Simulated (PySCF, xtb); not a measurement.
Al(OH)(PH2)2 (AlH5OP2), SMILES [OH][Al]([PH2])[PH2].

GFN2-xTB in xtb 6.7.1 at its own geometry gives an orbital gap of 2.94 eV and a dipole moment of 1.79 D.

Coordinates come from a B3LYP-D3(BJ)/def2-SVP optimisation. The structure was generated by enumeration; whether it is a known compound was not checked. The values are those of a single conformer.

Question: What does PySCF with PBE/def2-TZVP give? (The exact figures need the calculation; the answer reports its results.)

Answer: gap 4.26 eV (levels -5.90 and -1.64 eV), dipole 1.64 D.
